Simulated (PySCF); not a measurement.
Gas-phase reaction: 4 TiCl₃OH + 4 Cl = 2 TiCl₄ + 2 TiCl₄.H₂O + O₂. Level: ωB97X-V/def2-TZVP†; standard pressure 1 bar.

Energies from PySCF, thermal terms from the rigid-rotor harmonic-oscillator model, ideal gas at 1 bar. † marks an energy on the PBE0/def2-TZVP geometry and frequencies. Open shells (unrestricted): Cl (multiplicity 2, electronic degeneracy 6), O₂ (multiplicity 3); the rest are closed-shell singlets. Spin-orbit splitting is ignored; it lowers the true energy and changes the entropy of Cl. Adducts (TiCl₄.H₂O) have no counterpoise correction, and HF, PBE, BLYP, B3LYP and PBE0 lack dispersion. TiCl₃OH, TiCl₄.H₂O: computed as isolated molecules; such fragments, hydroxides, amides, oligomers or adducts are transient or little studied in the gas. The harmonic model lacks anharmonicity and excited electronic states, which grow with temperature; levels with a mode under 35 cm⁻¹ are left out. Soft modes under 120 cm⁻¹ make the harmonic entropy rough for TiCl₃OH, TiCl₄, TiCl₄.H₂O.

```
T (K)  1000/T (1/K)  log10 K
-----  ------------  -------
600          1.6667    17.79
800          1.2500     7.30
1000         1.0000     0.99
1200         0.8333    -3.23
1400         0.7143        ?
1600         0.6250    -8.50
```

### Question
Fit log10 K = a + b·(1000/T) to the five rows, get the mean ΔH° and ΔS°, and predict log10 K at 1400 K.

### Answer
Means: 1000/T = 1.0750, log10 K = 2.870. Sums of products about the means: Sxy = 16.33528, Sxx = 0.647278, so b = Sxy/Sxx = 25.24 and a = 2.870 − (25.24)×1.0750 = -24.26.
ΔH° = −R ln 10 × 1000 K × b = −19.145 × (25.24) = -483 kJ; ΔS° = R ln 10 × a = -464 J/K. The run's own values go from -481 kJ and -462 J/K at 600 K to -484 kJ and -465 J/K at 1600 K.
Prediction at 1400 K: -24.26 + (25.24)×0.7143 = -6.23. The computed value is -6.24, 0.01 from the line.
For scale, ΔH°(298 K) is -477 kJ at this level, -492 kJ at ωB97M-V/def2-TZVP†, and runs from -697 to -100 kJ over the 19 levels computed.
